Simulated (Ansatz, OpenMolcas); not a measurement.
How methods differ on CH5GaO (SMILES C[O][GaH2])

CH5GaO: 8 atoms, total charge 0, spin state singlet. SMILES: `C[O][GaH2]`. Geometry: relaxed at PBE0-D4/def2-TZVP.

Quantity: the HOMO–LUMO gap, in eV. The values are calculated.

```
          level                    kind     program  value (eV)  CPU time
     HF/cc-pVDZ            Hartree–Fock      Ansatz       13.06       3 s
   BLYP/cc-pVDZ                     GGA      Ansatz        4.34     6.2 s
 r2SCAN/cc-pVDZ                meta-GGA      Ansatz        4.95      12 s
 M06-2X/cc-pVDZ         hybrid meta-GGA  OpenMolcas        8.62      27 s
   PBE0/cc-pVDZ           global hybrid      Ansatz        6.59     8.2 s
r2SCAN0/cc-pVDZ         hybrid meta-GGA      Ansatz        6.98      15 s
  HSE06/cc-pVDZ  range-separated hybrid      Ansatz        5.82     8.3 s
  wB97X/cc-pVDZ  range-separated hybrid      Ansatz       10.94      27 s
```

All-electron rows without a relativistic Hamiltonian named are non-relativistic. The values span 4.34 to 13.06 eV. Orbital gaps aren't excitation energies; they tend to grow with the share of exact exchange. Times are those of the runs behind each value, whatever else they computed, on shared processors of several kinds: orders of magnitude only.
